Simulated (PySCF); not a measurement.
CH2F (SMILES [CH2]F), doublet, at a GFN2-xTB geometry. Base run: DF-R2SCAN/def2-SVP in PySCF.

Here is a job for PySCF.
```python
from pyscf import gto, scf, dft

mol = gto.M(
    atom='''
C     0.00052334    0.46021569    0.46078947
F    -0.00116407   -0.45465534   -0.50735425
H    -0.95081668    0.65452567    0.91257266
H     0.95815328    0.67607827    0.88887881
''',
    basis='def2-svp',
    spin=1,
    verbose=4,
)

mf = dft.UKS(mol)
mf.xc = 'r2scan'
mf = mf.density_fit(auxbasis='def2-universal-jkfit')
mf.kernel()
```

The base run was repeated with changes; each row names its change, and settings that it needs were set with it.

```json
[
 {"change": "base", "basis functions": "38", "E (Eh)": "-138.89407", "HOMO (eV)": "-5.03", "dipole (D)": "1.28", "core-seconds (rough)": "6"},
 {"change": "basis = pcseg-0", "basis functions": "22", "E (Eh)": "-138.59523", "HOMO (eV)": "-4.95", "dipole (D)": "1.58", "core-seconds (rough)": "5"},
 {"change": "basis = 3-21G", "basis functions": "22", "E (Eh)": "(withheld)", "HOMO (eV)": "(withheld)", "dipole (D)": "1.27", "core-seconds (rough)": "4"},
 {"change": "basis = LANL2DZ", "basis functions": "22", "E (Eh)": "-139.00573", "HOMO (eV)": "-5.20", "dipole (D)": "1.66", "core-seconds (rough)": "5"},
 {"change": "basis = 6-31G*", "basis functions": "32", "E (Eh)": "(withheld)", "HOMO (eV)": "(withheld)", "dipole (D)": "1.22", "core-seconds (rough)": "6"},
 {"change": "basis = def2-SV(P)", "basis functions": "32", "E (Eh)": "(withheld)", "HOMO (eV)": "(withheld)", "dipole (D)": "(withheld)", "core-seconds (rough)": "6"},
 {"change": "basis = 6-311G**", "basis functions": "(withheld)", "E (Eh)": "(withheld)", "HOMO (eV)": "(withheld)", "dipole (D)": "1.31", "core-seconds (rough)": "7"},
 {"change": "basis = 6-311++G**", "basis functions": "58", "E (Eh)": "-139.05037", "HOMO (eV)": "-5.32", "dipole (D)": "1.40", "core-seconds (rough)": "8"},
 {"change": "basis = def2-SVPD", "basis functions": "59", "E (Eh)": "-138.90659", "HOMO (eV)": "-5.33", "dipole (D)": "1.27", "core-seconds (rough)": "8"},
 {"change": "basis = 6-311+G(2d,p)", "basis functions": "66", "E (Eh)": "-139.05342", "HOMO (eV)": "-5.30", "dipole (D)": "1.31", "core-seconds (rough)": "9"},
 {"change": "basis = def2-TZVP", "basis functions": "74", "E (Eh)": "-139.06708", "HOMO (eV)": "-5.23", "dipole (D)": "1.26", "core-seconds (rough)": "10"},
 {"change": "basis = aug-cc-pVTZ", "basis functions": "138", "E (Eh)": "-139.06428", "HOMO (eV)": "-5.30", "dipole (D)": "1.22", "core-seconds (rough)": "20"},
 {"change": "basis = def2-QZVP", "basis functions": "174", "E (Eh)": "-139.07598", "HOMO (eV)": "-5.28", "dipole (D)": "1.24", "core-seconds (rough)": "30"}
]
```

Problem. Fill in the missing entries.

Solution. 
- basis = 3-21G, E (Eh): -138.23755
- basis = 3-21G, HOMO (eV): -4.55
- basis = 6-31G*, E (Eh): -138.99391
- basis = 6-31G*, HOMO (eV): -4.77
- basis = def2-SV(P), E (Eh): -138.88793
- basis = def2-SV(P), HOMO (eV): -5.02
- basis = def2-SV(P), dipole (D): 1.29
- basis = 6-311G**, basis functions: 48
- basis = 6-311G**, E (Eh): -139.04392
- basis = 6-311G**, HOMO (eV): -5.05

Totals compare only among sets that treat the same electrons; sets with core potentials leave the core out.

Open shells are given as the SCF converged; they aren't shown to be the lowest states, and a large step between rows can be another state.
